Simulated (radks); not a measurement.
Q: The table gives one normalised radial function P(r) = r R(r) of Os+ in [Xe] 4f14 5d6 6s1 (r in bohr). Calculated with a radial shooting solver on a logarithmic mesh with Libxc functionals: scalar-relativistic Kohn-Sham, r2SCAN, spin-polarised, spherical densities, finite nucleus; open shells are filled with parallel spins first (spin-orbit coupling, left out, can overturn this in heavy ions); meta-GGA in the generalised Kohn-Sham scheme; Fermi nuclear charge, rms radius 5.4126 fm.

r	P
0.001053	0.0000
0.001438	0.0000
0.001965	0.0000
0.002663	0.0000
0.003638	0.0000
0.00497	0.0000
0.006736	0.0000
0.009203	0.0001
0.01257	0.0002
0.01718	0.0007
0.02328	0.0022
0.0318	0.0064
0.04344	0.0179
0.05935	0.0472
0.08044	0.1128
0.1099	0.2501
0.1501	0.4905
0.2051	0.8275
0.278	1.1645
0.3797	1.3616
0.5188	1.2791
0.7031	0.9725
0.9605	0.5877
1.312	0.2782
1.793	0.0988
2.43	0.0258
3.319	0.0041
4.535	0.0004
6.195	0.0000
8.396	0.0000
11.47	0.0000

Which n and l does it have? It may be an empty orbital.

A: n = 4, l = 3: the number of nodes gives n - l - 1 = 0, the rise at small r (about r^(l+1), flatter next to the nucleus through relativity) gives l, and the extent must fit the shell. The curve is that of 4f up; the table hardly tells the two spins apart. 4f up: eigenvalue -60.562 eV, 0 radial nodes, <r> = 0.558 bohr, 90 % of the charge inside 0.912 bohr.
